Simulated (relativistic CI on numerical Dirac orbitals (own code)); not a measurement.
**Hyperfine structure of In¹⁵⁺, mass number 113**

Calculated at this level of theory: Dirac-Coulomb-Breit CI, KLI orbitals optimised for each configuration, a model potential for QED, unscaled Slater integrals (own radial code, finite nucleus).

Configuration list (outside the closed core [Ar] 3d10): 4s2 4p4, 4s 4p5, 4p6, 4s2 4p3 4d, 4s 4p4 4d, 4s2 4p3 4f, 4s 4p4 4f, 4p5 4d, 4s 4p3 4d2, 4s2 4p3 5s, 4s2 4p2 4d 4f, 4p4 4d2, 4p3 4d3, 4p3 4d2 4f, 4p3 4d2 5s. Double excitations out of closed p, d and f shells are left out; levels of such configurations are missing from the list, as are those of other unlisted configurations, and high levels can miss mixing partners.

Nuclear spin I = 9/2, μ = 5.5208 μN, Q = 0.761 b (tables of Stone and Pyykkö). The electronic factors are computed for point nuclear moments, without core polarisation or the Bohr-Weisskopf and QED corrections.

```
           Level  E (cm⁻¹)  A (MHz)  B (MHz)
    4s2 4p4 3P_2         0    10650     5910
    4s2 4p4 3P_1     63418    -2808    -6330
    4s2 4p4 1D_2     84942    25060   -18600
    4s 4p5 3P°_2    379361    58100   -11700
    4s 4p5 3P°_1    410180     8698     3930
    4s 4p5 1P°_1    496143    81100    -8200
4s2 4p3 4d 5D°_3    519773     4695     2960
4s2 4p3 4d 5D°_1    524239     1432    -2210
```

Levels with J = 0, under 50 % of one LS term, or S terms without an open s electron are left out. Small factors come from cancelling terms and can be off by tens of per cent or more.

At this charge energies of transitions that change n are usually good to better than 1 %, and those within a shell (Δn = 0) to a few per cent.

Give the hyperfine levels of 4s2 4p4 3P_2 relative to its centre of gravity.

With K = F(F + 1) − I(I + 1) − J(J + 1), E = AK/2 + B[¾K(K + 1) − I(I + 1)J(J + 1)]/[2I(2I − 1)J(2J − 1)]: F = 5/2: -114400, F = 7/2: -79720, F = 9/2: -33660, F = 11/2: 24890, F = 13/2: 97280 MHz.

LS names give the leading component of a level, which can be under half, so a name can repeat, a term be missing and a line seem to break the LS rules.
